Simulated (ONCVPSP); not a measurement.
Which change was made? (Co, ONCV)

- Element: Co (Z = 27)
- Generator: ONCVPSP 4.0.1
- Type: optimised norm-conserving Vanderbilt (ONCV)
- Functional: PBE
- Relativity: scalar-relativistic
- Frozen core: [Ar]
- Valence charge: 9
- Reference configuration: 3d7 4s2
- Partial waves: 4s: rc 2.25 bohr, ncon 4, nbas 8, qcut 2.9 1/bohr, 2 projectors, debl 3.5 Ha; p scattering state at 0.26 Ha: rc 2.00 bohr, ncon 4, nbas 8, qcut 4.6 1/bohr, 3 projectors, debl 0.4 Ha; 3d: rc 1.55 bohr, ncon 3, nbas 6, qcut 12.2 1/bohr, 3 projectors, debl 0.4 Ha
- Local potential: polynomial inside 1.00 bohr (lpopt 1, dvloc0 1 Ha)
- Core correction: polynomial model core, fcfact 0.65

Cutoffs, loose and tight: the cutoffs (Ha) at which the residual kinetic energy of the hardest occupied pseudo-wave falls to 1 and 0.1 mHa per electron. They do not see the model core or the augmentation charge, which bear on the density cutoff. Test errors are all-electron minus pseudo excitation energies from the reference, over the configurations 3d7 4s1; 3d7 4s0; 3d6 4s0; 3d6 4s2 4p1; variants that change the core or the reference have their own tests.

The base gives: outcome: generated; cutoff, loose: 45 Ha; cutoff, tight: 51 Ha; bound ghosts: p; GHOST(+) flags above zero: s, p; largest test error (meV): -149.

Problem. After one change the result is: outcome: generated; cutoff, loose: 45 Ha; cutoff, tight: 51 Ha; bound ghosts: p; GHOST(+) flags above zero: s, p; largest test error (meV): -367. Which change was it?
A. s: rc 1.54
B. s: rc 3.32
C. s: rc 2.48
D. s: rc 2.9

Solution. D. The others give: s: rc 1.54 → outcome: failed: optimize: ERROR ps0norm > uunorm, code will stop | s: rc 3.32 → outcome: generated; cutoff, loose: 45 Ha; cutoff, tight: 51 Ha; bound ghosts: p; GHOST(+) flags above zero: s, p; largest test error (meV): -601 | s: rc 2.48 → outcome: generated; cutoff, loose: 45 Ha; cutoff, tight: 51 Ha; bound ghosts: p; GHOST(+) flags above zero: s, p; largest test error (meV): -193.
